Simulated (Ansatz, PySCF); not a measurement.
Cl3Te (SMILES Cl[Te](Cl)Cl), doublet, geometry from GFN2-xTB (the spin is typed, not shown lowest) (all electrons, no relativity). Base run: CASSCF(5,4)/STO-3G (PySCF).

PySCF was given this input:
```python
from pyscf import gto, scf, mcscf
import numpy

mol = gto.Mole()
mol.atom = '''
    Te    0.24557998    0.09428763    0.37155142
    Cl    2.08544212   -0.00951664   -1.24990324
    Cl   -1.68337595   -0.94447219    1.47838940
    Cl   -1.15325199    0.66557961   -1.36499639
'''
mol.basis = 'sto-3g'
mol.spin = 1
mol.verbose = 4
mol.build()

mf = scf.ROHF(mol)
mf.kernel()
mc = mcscf.CASSCF(mf, 4, 5)
mc.fix_spin_(ss=0.75)
mc.kernel()
occ = numpy.linalg.eigvalsh(mc.fcisolver.make_rdm1(mc.ci, mc.ncas, mc.nelecas))[::-1]
ss = mc.fcisolver.spin_square(mc.ci, mc.ncas, mc.nelecas)[0]
print('natural occupations', occ.round(4), ' <S^2>', round(ss, 4))
```

Programs used: Ansatz (a first-principles code), PySCF; a row that names a program was run with it.

Each row names what was changed in the base input (with any setting that the change needs).

| change | ΔE vs base (kcal/mol) | natural occupations | <S^2> of the state | outcome |
|---|---|---|---|---|
| base | 0.000 | 2.00 1.96 1.00 0.04 | 0.75 | converged |
| solver = newton | 0.000 | 1.99 1.96 1.00 0.04 | 0.75 | converged |
| state_average = 2 states | 1.61 | - | - | converged |
| code = ansatz | -6.45 | - | - | converged |
| active space = 9 electrons, 7 orbitals | - | - | - | not converged |
| orbitals = fixed (CASCI) | 8.69 | 2.00 2.00 1.00 0.00 | 0.75 | converged |
| conv_tol = 1e-5 | 0.010 | 1.99 1.96 1.00 0.04 | 0.75 | converged |
| active space = 7 electrons, 6 orbitals | -17.28 | 1.97 1.96 1.96 1.01 0.06 0.04 | 0.75 | converged |
| correction = SC-NEVPT2 | -19.13 | 2.00 1.96 1.00 0.04 | 0.75 | converged |
| active space = 5 electrons, 5 orbitals | -9.60 | 1.96 1.96 1.00 0.04 0.04 | 0.75 | converged |
| code = ansatz; correction = SC-NEVPT2, all electrons | -20.50 | - | - | converged |

Active orbitals are taken around the Fermi level unless the row says otherwise; CASSCF can end in different local minima, and two programs can end on different orbitals. State-averaged rows give the lowest state.

Open shells are given as the SCF converged; they aren't shown to be the lowest states, and a large step between rows can be another state.
